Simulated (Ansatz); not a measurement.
The cluster Al4P3. Total charge 0; doublet. Geometry B3LYP-D4/def2-SVP.

```xyz
7

Al   -0.218   -1.219   -1.602
Al    0.700    2.895    1.535
Al   -1.369   -0.751    0.899
Al    1.287    0.658   -0.014
P    -2.065   -2.091   -0.702
P     0.056    0.587    1.974
P     1.609   -0.080   -2.091
```

The structure comes from a short search, and lower isomers may exist.

Task: Estimate the α-spin orbital energies around the gap (eV) in Ansatz with PBE-D4/def2-SVP, PBE-D4/def2-TZVP, PBE-D4/def2-TZVPD, PBE0-D4/def2-TZVP, PBE0-D4/def2-TZVPD.

Result: 
| orbital | PBE-D4/def2-SVP | PBE-D4/def2-TZVP | PBE-D4/def2-TZVPD | PBE0-D4/def2-TZVP | PBE0-D4/def2-TZVPD |
| --- | --- | --- | --- | --- | --- |
| HOMO−13 | -15.48 | -15.34 | -15.36 | -17.35 | -17.36 |
| HOMO−12 | -14.66 | -14.53 | -14.54 | -16.46 | -16.46 |
| HOMO−11 | -14.29 | -14.17 | -14.19 | -16.05 | -16.06 |
| HOMO−10 | -10.19 | -10.08 | -10.09 | -11.45 | -11.45 |
| HOMO−9 | -9.13 | -9.07 | -9.08 | -10.32 | -10.32 |
| HOMO−8 | -8.66 | -8.59 | -8.60 | -9.78 | -9.78 |
| HOMO−7 | -7.97 | -7.92 | -7.93 | -8.99 | -9.00 |
| HOMO−6 | -6.93 | -6.84 | -6.85 | -7.79 | -7.80 |
| HOMO−5 | -6.78 | -6.70 | -6.72 | -7.65 | -7.65 |
| HOMO−4 | -6.50 | -6.44 | -6.45 | -7.38 | -7.38 |
| HOMO−3 | -6.25 | -6.19 | -6.20 | -7.12 | -7.12 |
| HOMO−2 | -5.76 | -5.71 | -5.72 | -6.57 | -6.58 |
| HOMO−1 | -5.39 | -5.35 | -5.37 | -6.22 | -6.22 |
| HOMO | -4.99 | -4.95 | -4.97 | -5.63 | -5.63 |
| LUMO | -3.49 | -3.49 | -3.51 | -2.91 | -2.92 |
| LUMO+1 | -3.00 | -2.99 | -3.01 | -2.37 | -2.38 |
| LUMO+2 | -2.55 | -2.56 | -2.62 | -1.90 | -1.96 |
| LUMO+3 | -2.53 | -2.55 | -2.57 | -1.87 | -1.92 |
| LUMO+4 | -2.06 | -2.08 | -2.10 | -1.42 | -1.45 |
| LUMO+5 | -1.99 | -2.04 | -2.07 | -1.33 | -1.37 |
| β HOMO | -5.37 | -5.33 | -5.35 | -6.20 | -6.21 |
| β LUMO | -4.35 | -4.30 | -4.31 | -3.65 | -3.66 |
